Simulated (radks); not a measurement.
Spherical quantum dot in the effective-mass picture: electrons in a hard-walled sphere of radius 1.49, all in effective atomic units (hartree* = m*/eps^2 hartree, bohr* = eps/m* bohr), one dielectric constant everywhere. Method: non-relativistic Kohn-Sham, PBE, spin-polarised, spherical densities; computed with a radial shooting solver with Libxc functionals. Levels are named by radial order and angular momentum (1s, 1p, 1d, 2s, ...), and open shells are averaged over m. Results are scaled to m* = 0.172 and eps = 4.9, for which hartree* = 194.9 meV and bohr* = 1.508 nm.

N = 14, configuration 1s2 1p6 1d(up 5, down 1). This is the lowest configuration that the search found. Occupied and some empty levels:

level    occupation  eigenvalue (meV)  <r> (nm)
1s up             1            2923.9     1.290
1s down           1            2955.0     1.281
1p up             3            3261.5     1.428
1p down           3            3298.3     1.424
1d up             5            3753.0     1.519
1d down           1            3792.6     1.518
2s up             0            4251.2     1.066
2s down           0            4267.9     1.069
1f up             0            4378.2     1.587
1f down           0            4419.3     1.586
2p up             0            5093.8     1.193
2p down           0            5116.0     1.193

Energy (meV): total 30848.2, kinetic 15402, external 0, Hartree 18065, exchange-correlation -2619.6.
